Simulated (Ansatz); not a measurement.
CH3BO2, SMILES `OB1CO1`, relaxed with RKS PBE-D4/def2-SVP in Ansatz 0.2.0 from a rough embedded geometry. The force threshold is 0.03 eV/Å; the program also tests the step.

The species carries charge 0 and has multiplicity 1.

Start:

```xyz
7

O    -0.501    1.528    0.872
B    -0.023    0.284    0.473
C     0.299   -0.636   -0.716
O     1.056   -0.775    0.343
H    -1.302    1.368    1.492
H     0.817   -0.188   -1.602
H    -0.346   -1.582   -0.862
```

Q: How much energy does the relaxation release, and in how many steps? (Estimate.)

A: Ansatz gave: 1.97 eV, in 9 steps, 1 of them rejected.

Q: Which bonds change most? (An estimate is asked.)

A: Computed: C3–O4 from 1.309 to 1.529 Å; B2–O4 from 1.517 to 1.345 Å; O1–H5 from 1.026 to 0.973 Å; C3–H7 from 1.155 to 1.106 Å.

Q: Give the relaxed structure. (An estimate is asked.)

A: Computed: 
```xyz
7

O    -0.459    1.169    1.349
B     0.058    0.266    0.485
C     0.191   -0.609   -0.756
O     1.148   -0.520    0.433
H    -1.297    1.546    1.031
H     0.646   -0.250   -1.698
H    -0.288   -1.602   -0.844
```
